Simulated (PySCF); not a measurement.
Job file and geometry (Å, from GFN2-xTB) of an NMR shielding run on `OC(=O)[SiH2]C/C([SiH3])=C\F`, C4H9FO2Si2, GIAO PBE0/pcSseg-1 NMR shielding, non-relativistic, gas phase in PySCF; density fitting, a coarse starting grid and PySCF grid level 2 are the driver's defaults:

```
$ OMP_NUM_THREADS=1 python probes_run.py task.json out

{"job": {"kind": "nmr", "xc": "PBE0", "basis": "pcSseg-1"}, "charge": 0, "multiplicity": 1}
O      2.928899     0.958023    -1.350474
C      2.860725     0.371598    -0.299206
O      3.952232     0.065618     0.411560
Si     1.261111    -0.198611     0.597030
C     -0.100484    -0.308175    -0.731332
C     -1.465997    -0.355964    -0.122118
Si    -2.480377     1.229595    -0.057771
C     -1.944802    -1.480854     0.385605
F     -1.238800    -2.637768     0.374266
H      4.760029     0.377280    -0.035190
H      1.551047    -1.468706     1.259047
H      0.944740     0.838679     1.587668
H     -0.016929     0.545975    -1.404620
H      0.068813    -1.209257    -1.326768
H     -2.704150     1.693778    -1.429130
H     -1.716841     2.237886     0.680438
H     -3.755985     0.961783     0.605653
H     -2.911991    -1.614563     0.843686
```

Question: What does the program print?

Answer: 
```
coarse grid: 16432 points
cycle   1  E = -986.0995096641  dE =  1.105e+00  |g| = 9.759e-01  |ddm| = 3.858e+00
cycle   2  E = -985.7214654949  dE =  3.780e-01  |g| = 1.714e+00  |ddm| = 1.668e+00
cycle   3  E = -986.2562336345  dE = -5.348e-01  |g| = 3.323e-01  |ddm| = 1.222e+00
cycle   4  E = -986.2753743033  dE = -1.914e-02  |g| = 9.346e-02  |ddm| = 2.418e-01
cycle   5  E = -986.2767955234  dE = -1.421e-03  |g| = 1.941e-02  |ddm| = 5.794e-02
cycle   6  E = -986.2768726758  dE = -7.715e-05  |g| = 6.912e-03  |ddm| = 2.183e-02
cycle   7  E = -986.2768820582  dE = -9.382e-06  |g| = 2.326e-03  |ddm| = 7.707e-03
final grid: 151056 points
cycle   8  E = -986.3555986259  dE = -2.597e-05  |g| = 1.163e-02  |ddm| = 2.445e-02
cycle   9  E = -986.3555545545  dE =  4.407e-05  |g| = 1.937e-02  |ddm| = 1.823e-02
cycle  10  E = -986.3556225848  dE = -6.803e-05  |g| = 2.953e-03  |ddm| = 1.181e-02
cycle  11  E = -986.3556242601  dE = -1.675e-06  |g| = 3.957e-04  |ddm| = 1.962e-03
cycle  12  E = -986.3556242815  dE = -2.144e-08  |g| = 1.561e-04  |ddm| = 3.328e-04
cycle  13  E = -986.3556242868  dE = -5.286e-09  |g| = 3.027e-05  |ddm| = 1.523e-04
cycle  14  E = -986.3556242869  dE = -1.669e-10  |g| = 1.371e-05  |ddm| = 3.647e-05
converged SCF energy = -986.3556242869

GIAO shielding tensors (ppm)
atom      isotropic    diamagn.    paramagn.     s11        s22        s33       span
  0 O     -173.611     402.409    -576.020   -508.510   -263.335    251.011    759.521
  1 C        1.620     258.456    -256.837   -104.282     30.056     79.085    183.367
  2 O       96.047     388.941    -292.894    -87.429    140.478    235.091    322.519
  3 Si     412.613     881.687    -469.074    372.094    402.718    463.027     90.933
  4 C      176.126     253.685     -77.559    157.512    179.044    191.823     34.310
  5 C       73.726     265.170    -191.444    -25.881     77.030    170.029    195.910
  6 Si     423.114     880.752    -457.638    391.867    412.322    465.154     73.287
  7 C       25.481     245.269    -219.788    -73.947     70.988     79.401    153.348
  8 F      258.853     477.639    -218.787    131.287    252.377    392.893    261.606
  9 H       24.928      27.715      -2.787     18.341     23.264     33.180     14.839
 10 H       27.169      30.074      -2.905     22.671     27.114     31.722      9.050
 11 H       27.414      30.437      -3.023     23.804     27.066     31.373      7.568
 12 H       29.884      34.116      -4.232     24.154     29.749     35.750     11.596
 13 H       29.039      32.372      -3.334     24.622     28.254     34.239      9.617
 14 H       27.469      28.844      -1.375     24.149     25.598     32.662      8.513
 15 H       27.455      29.601      -2.146     23.834     26.775     31.757      7.922
 16 H       27.710      28.983      -1.273     24.292     25.966     32.872      8.580
 17 H       25.022      29.414      -4.392     21.126     25.309     28.630      7.504
```

Question: Turn these shieldings into chemical shifts. Shifts are taken against calculated references (same method and geometry level): 17O (σ = 336.08 ppm) against H2O; TMS for 13C (σ = 186.93 ppm) and 29Si (σ = 349.16 ppm) and 1H (σ = 31.72 ppm); 19F (σ = 170.95 ppm) vs CFCl3.

Answer: Averaging equivalent atoms: O 0: 509.7; O 2: 240.0; C 1: 185.3; C 7: 161.4; C 5: 113.2; C 4: 10.8; Si 3: -63.5; Si 6: -74.0; F 8: -87.9; H 9: 6.79; H 17: 6.70; H 10/11: 4.43; H 14/15/16: 4.17; H 12/13: 2.26 ppm. Unscaled 19F shifts against computed CFCl3 carry errors that often reach 10 to 50 ppm. Unscaled 17O shifts of doubly bonded oxygen tend to come out too high, by tens of ppm or more. Experimental scales use liquid or dissolved standards, which lie at an offset from isolated H2O (liquid H2O: subtract about 36 ppm).

Size and cost of the density-fitted run: 212 basis functions, 45 s wall time on 1 thread of an Arm Neoverse V1, shared host; peak memory 0.95 GiB.
